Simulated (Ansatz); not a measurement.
`N#CBCl` + `N=C=O` → `O=C=NBCl` + `C#N` at 298.15 K and 1 bar (ligand exchange at a B–C bond).

Computed with Ansatz on PBE0-D4/def2-TZVP structures; ΔE is electronic, products minus reactants. CCSD(T)/CBS is the MP2 limit (def2-TZVPP, def2-QZVPP) plus CCSD(T) − MP2 in def2-TZVPP, frozen cores. This one scheme is used for every species. One conformer a species, not always the lowest.

```tsv
species	CCSD(T)/CBS energy (Eh)	H − E (kJ/mol)	S (J/(mol·K))
`N#CBCl`	-577.94276	71.7	287.2
`N=C=O`	-168.51995	67.5	238.3
`O=C=NBCl`	-653.16741	89.4	315.3
`C#N`	-93.32098	52.4	201.2
```

H − E and S are ideal-gas, rigid-rotor, harmonic terms from PBE0-D4/def2-TZVP, for one conformer and one mirror image of each species. 1 Eh = 2625.50 kJ/mol, R = 8.31446 J/(mol·K).

**Question.** By hand: ΔE, ΔH, ΔS and ΔG.

**Answer.** ΔE = (-653.16741) + (-93.32098) − (-577.94276) − (-168.51995) = -0.02568 Eh = -67.4 kJ/mol. Δ(H − E) = 89.4 + 52.4 − 71.7 − 67.5 = 2.6, so ΔH = -64.8 kJ/mol. ΔS = 315.3 + 201.2 − 287.2 − 238.3 = -9.0 J/(mol·K). ΔG = -64.8 − 298.15 × (-9.0)/1000 = -62.1 kJ/mol.

**Question.** By hand: the equilibrium constant, and the temperature at which ΔG would vanish if ΔH and ΔS stayed fixed.

**Answer.** log₁₀ K = −ΔG/(RT ln 10) = 10.9. ΔG = 0 at ΔH/ΔS = 7200 K, far beyond where these terms or the molecules hold.

The number of gas molecules stays the same, so ΔS is small and ΔH decides. A doubt of 5 kJ/mol in ΔE shifts log₁₀ K by 0.9 here. Other conformers and mirror images would add mixing entropy, several J/(mol·K) or more a flexible species. Modes under 60 cm⁻¹, often nearly free rotors, make the harmonic entropy too high. These are equilibria of isolated gas molecules and say nothing of rates. Largest T1 diagnostic: 0.018 (customary marks: 0.02 for closed shells, 0.045 for open ones).
